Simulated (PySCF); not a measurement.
## Magnetic susceptibility: SMILES C=C(CO)OCCC, C6H12O2

Geometry:
```json
{"atom": "C1", "x (Å)": "-1.682", "y (Å)": "-1.665", "z (Å)": "0.529"}
{"atom": "C2", "x (Å)": "-1.624", "y (Å)": "-0.451", "z (Å)": "0.002"}
{"atom": "C3", "x (Å)": "-2.841", "y (Å)": "0.331", "z (Å)": "-0.439"}
{"atom": "O4", "x (Å)": "-2.897", "y (Å)": "1.605", "z (Å)": "0.154"}
{"atom": "O5", "x (Å)": "-0.500", "y (Å)": "0.287", "z (Å)": "-0.232"}
{"atom": "C6", "x (Å)": "0.749", "y (Å)": "-0.259", "z (Å)": "0.140"}
{"atom": "C7", "x (Å)": "1.834", "y (Å)": "0.753", "z (Å)": "-0.209"}
{"atom": "C8", "x (Å)": "3.217", "y (Å)": "0.235", "z (Å)": "0.161"}
{"atom": "H9", "x (Å)": "-0.814", "y (Å)": "-2.222", "z (Å)": "0.832"}
{"atom": "H10", "x (Å)": "-2.632", "y (Å)": "-2.144", "z (Å)": "0.670"}
{"atom": "H11", "x (Å)": "-2.817", "y (Å)": "0.426", "z (Å)": "-1.537"}
{"atom": "H12", "x (Å)": "-3.754", "y (Å)": "-0.190", "z (Å)": "-0.151"}
{"atom": "H13", "x (Å)": "-2.027", "y (Å)": "2.009", "z (Å)": "0.047"}
{"atom": "H14", "x (Å)": "0.919", "y (Å)": "-1.200", "z (Å)": "-0.400"}
{"atom": "H15", "x (Å)": "0.756", "y (Å)": "-0.470", "z (Å)": "1.218"}
{"atom": "H16", "x (Å)": "1.629", "y (Å)": "1.685", "z (Å)": "0.321"}
{"atom": "H17", "x (Å)": "1.786", "y (Å)": "0.960", "z (Å)": "-1.280"}
{"atom": "H18", "x (Å)": "3.976", "y (Å)": "0.969", "z (Å)": "-0.098"}
{"atom": "H19", "x (Å)": "3.279", "y (Å)": "0.040", "z (Å)": "1.230"}
{"atom": "H20", "x (Å)": "3.437", "y (Å)": "-0.688", "z (Å)": "-0.370"}
```

Method used: GIAO BHandHLYP/pcSseg-1 magnetisability, rotational g tensor and spin-rotation constants, non-relativistic, gas phase in PySCF 2.14.0. Geometry: GFN2-xTB.

Task: How diamagnetic is it, and how anisotropic?

Result: Isotropic -1337 × 10⁻³⁰ J/T², or -80.5 × 10⁻⁶ cm³/mol; principal values -1448, -1322, -1240 × 10⁻³⁰ J/T², anisotropy 181 × 10⁻³⁰ J/T² (root of half the summed squared differences of the principal values). The susceptibility is in cgs units.

Task: Split it along the inertial axes a, b, c into diamagnetic and paramagnetic parts about the centre of mass, with the quadrupole moment.

Result: 
```csv
axis,χ (10⁻⁶ cm³/mol),diamagnetic (10⁻⁶ cm³/mol),paramagnetic (10⁻⁶ cm³/mol),summed x² of all electrons (Å²),quadrupole Θ (D Å)
a,-76.7,-413.4,336.7,316.4,-0.53
b,-79.8,-1433.0,1353.2,76.0,+1.56
c,-85.0,-1664.8,1579.8,21.4,-1.03
```
Anisotropies 2χaa − χbb − χcc = +11.4 and 2χbb − χaa − χcc = +2.1 × 10⁻⁶ cm³/mol. Θ is traceless in Buckingham's convention.

Task: And the rotational g tensor?

Result: 
```
axis  rotational constant (GHz)        g  nuclear part  electronic part
   a                     4.1210  -0.0267        0.6251          -0.6518
   b                     0.9355  -0.0053        0.5895          -0.5948
   c                     0.7956  -0.0019        0.5885          -0.5905
```
Asymmetric top; isotopes 12C, 1H, 16O; no vibrational averaging.
